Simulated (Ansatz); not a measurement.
Calculation: B3LYP-D3(BJ)/def2-TZVP in Ansatz (a first-principles code). No frequencies were computed at this level.

Ansatz 0.2 input:
```yaml
crystal:
  periodic: [false, false, false]
  atoms:
    - { symbol: Cl, position_ang: [-1.969394, -1.180941, 0.008379] }
    - { symbol: In, position_ang: [0.000241, 0.000228, 0.000332] }
    - { symbol: Cl, position_ang: [2.007166, -1.114318, 0.04126] }
    - { symbol: Cl, position_ang: [-0.038012, 2.295029, -0.049971] }
basis:
  gaussian: { orbitals: def2-tzvp }
hamiltonian:
  xc: b3lyp
  dispersion: d3bj
relax:
  max_steps: 150
```

Output:

```
Functional definition: B3LYP
1254 factors; their error is unknown
mean field evaluation 1: about -42748.0488 eV, gradient 2.9e1 eV
mean field evaluation 2: about -42746.0566 eV, gradient 4.3e1 eV
mean field evaluation 4: about -42750.0456 eV, gradient 9.5e-1 eV
mean field evaluation 8: about -42750.1697 eV, gradient 2.3e-2 eV
mean field -42750.16967693 eV, -1571.0397585214 hartree, gradient 1.5e-5 eV, S^2 0.000000; 0 other end points of the search recorded, 0 dependent functions left out
reference -42750.16995295 eV, -1571.0397686651 hartree; 36, 36 occupied and 125, 125 virtual orbitals, 1254 factors
relax step   1: F+E_penalty+E_count = -42750.41654953 eV  Δ(F+E_penalty+E_count) = +0.000e0 eV  max|allowed force component| = 2.874e-1 eV/Å  Δτ_max = 0.0000 Å  (25 SCF iters, accepted)
these checks for a lower state are left out or cut short: starts, cluster_reference, orbital_swaps, neighbouring_geometries, increment
1254 factors; their error is unknown
mean field evaluation 16: about -42750.0584 eV, gradient 6.1e-3 eV
mean field -42750.17990883 eV, -1571.0401345367 hartree, gradient 1.1e-5 eV, S^2 0.000000; 0 other end points of the search recorded, 0 dependent functions left out
reference -42750.18018561 eV, -1571.0401447081 hartree; 36, 36 occupied and 125, 125 virtual orbitals, 1254 factors
relax step   2: F+E_penalty+E_count = -42750.42406582 eV  Δ(F+E_penalty+E_count) = -7.516e-3 eV  max|allowed force component| = 3.567e-2 eV/Å  Δτ_max = 0.0211 Å  (30 SCF iters, accepted)
these checks for a lower state are left out or cut short: starts, cluster_reference, orbital_swaps, neighbouring_geometries, increment
1254 factors; their error is unknown
mean field -42750.17972642 eV, -1571.0401278335 hartree, gradient 1.0e-5 eV, S^2 0.000000; 0 other end points of the search recorded, 0 dependent functions left out
reference -42750.18000311 eV, -1571.0401380016 hartree; 36, 36 occupied and 125, 125 virtual orbitals, 1254 factors
relax step   3: F+E_penalty+E_count = -42750.42419671 eV  Δ(F+E_penalty+E_count) = -1.309e-4 eV  max|allowed force component| = 3.079e-4 eV/Å  Δτ_max = 0.0025 Å  (31 SCF iters, accepted)
1254 factors; their error is unknown
mean field evaluation 32: about -42745.8349 eV, gradient 4.4e1 eV
mean field -42750.17972642 eV, -1571.0401278335 hartree, gradient 1.1e-5 eV, S^2 0.000000; 1 other end points of the search recorded, 0 dependent functions left out
reference -42750.18000311 eV, -1571.0401380016 hartree; 36, 36 occupied and 125, 125 virtual orbitals, 1254 factors
Total energy: -42750.42447340 eV, -1571.0491221189 hartree
Atom 0 at    -1.984927    -1.190373     0.008535 Å, force     0.000308     0.000211     0.000063 eV/Å
Atom 1 at    -0.000010     0.000010     0.000076 Å, force    -0.000298    -0.000278    -0.000192 eV/Å
Atom 2 at     2.023212    -1.123288     0.041678 Å, force    -0.000093     0.000170     0.000061 eV/Å
Atom 3 at    -0.038274     2.313649    -0.050289 Å, force     0.000083    -0.000103     0.000068 eV/Å
Dipole moment:    -0.000012     0.000021     0.000085 e Å
```

Cost: about 29 core-seconds (a rough figure).
